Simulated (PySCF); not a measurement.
Isomers of C7H6N2O, one GFN2-xTB conformer each. Single-point energies are computed at PBE0/pcSseg-1 (PySCF, gas phase, no added dispersion term), electronic only.

**Question.** Rank them by PBE0/pcSseg-1 energy, lowest first (kJ/mol).
A. `[CH:1]#[C:2][c:3]1[cH:4][n:5][n:6][cH:7][c:8]1[O:9][CH3:10]` with C7–C8–O9–C10 0°
B. `[cH:1]1[cH:2][cH:3][n:4](-[c:5]2[n:6][cH:7][cH:8][o:9]2)[cH:10]1` with C3–N4–C5–N6 0°
C. `Nc1cc2ccncc2o1`
D. `Nc1coc2cnccc12`

**Answer.** C (0.0), D (33.0), B (57.3), A (331.5).

As drawn, the lowest has an N–H bond, which the highest lacks; the highest has a C≡C bond and an N–N linkage, which the lowest lacks. GFN2-xTB itself gives, in the same order: 13.2, 34.6, 0.0, 296.8. GFN2-xTB puts c1ccn(-c2ncco2)c1 lowest instead; measured from each level's own lowest isomer, the values differ by up to 57.3 kJ/mol (c1ccn(-c2ncco2)c1: 0.0 against 57.3).

**Question.** Which frontier levels, dipoles and rotational constants go with these structures?

**Answer.** 
```
           SMILES  HOMO (eV, PBE0/pcSseg-1)  LUMO (eV)  dipole (D)       A, B, C (MHz)
   Nc1cc2ccncc2o1                     -6.14      -0.50        5.05   4028, 1035, 823.6
   Nc1coc2cnccc12                     -6.12      -0.98        4.18   2779, 1296, 884.4
c1ccn(-c2ncco2)c1                     -6.55      -0.67        1.74  4754, 943.8, 787.5
    C#Cc1cnncc1OC                     -6.74      -1.85        4.57   1634, 1519, 791.3
```

**Question.** As an exercise, what shares would exp(−E/RT) give at 2000 K from these electronic energies alone (no entropy, no degeneracies)?

**Answer.** RT = 16.629 kJ/mol: Nc1cc2ccncc2o1 85.5 %, Nc1coc2cnccc12 11.7 %, c1ccn(-c2ncco2)c1 2.7 %, C#Cc1cnncc1OC under 0.1 %.
